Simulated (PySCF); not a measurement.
Computed IR spectrum (relative IR intensity) of a molecule C6H6O. Geometry: PBE-D3(BJ)/def2-SVP. Other conformers were not sampled. These are PBE-D3(BJ)/def2-SVP in PySCF values and carry that method's errors. Frequencies are harmonic and unscaled.

ν (cm⁻¹): 226 (vw), 421 (w), 472 (w), 530 (w), 637 (m), 677 (m), 679 (m), 718 (w), 800 (w), 823 (w), 875 (w), 903 (s), 950 (m), 985 (m), 1028 (w), 1056 (m), 1125 (w), 1130 (vs), 1225 (m), 1243 (m), 1290 (m), 1325 (w), 1412 (vw), 1648 (s), 2962 (m), 2996 (w), 3022 (w), 3162 (vw), 3192 (vw), 3407 (s) (against the strongest line: vs over 80 %, s over 45 %, m over 15 %, w over 4 %, vw less)

### Question
Which structure fits?
A) C#CC1=CCCO1
B) C#CC(=C=C)OC
C) C#C[C@@H]1CC=CO1
D) C#CC(C#C)OC

### Answer
C, C#C[C@@H]1CC=CO1
